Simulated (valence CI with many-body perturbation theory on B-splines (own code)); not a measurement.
Values are calculated unless marked as measured or tabulated.
**A CI+MBPT run for Pr LIII**

The program does CI of the valence electrons with many-body perturbation theory for a frozen closed Dirac-Fock core.

Command, and the settings that its task file holds:

```sh
python run_cv.py task.json out
```

```
atom Pr  Z=59  mass_number=141  rms_radius_fm=4.8919
core [He]
valence 2s2 3p3
avg = 1
basis = S
breit = 1
cap = 10000
capref = 1200
cscale = 1
de = 0.0
dress = 0
eps = 2e-08
extrap = 1
h = 0.27
hh = 1
l2 = 3
lcore = 6
maxit = 60
n2 = 5
natural = 1
nlev = 20
nno = [3, 3, 3, 2, 1]
nroot = 26
nsp = [3, 3, 2, 1, 0]
pt2 = 1
qed = 1
rpa = 1
s1 = 1
s2 = 1
s3 = 1
screen = 1
tol = 2e-05
whole = 1
```

Question: What became of the run, and why?

Answer: It gave no result: the start configuration must fill the lowest shells above the core. The program said: "3p is not the lowest shell of its kind above the core".
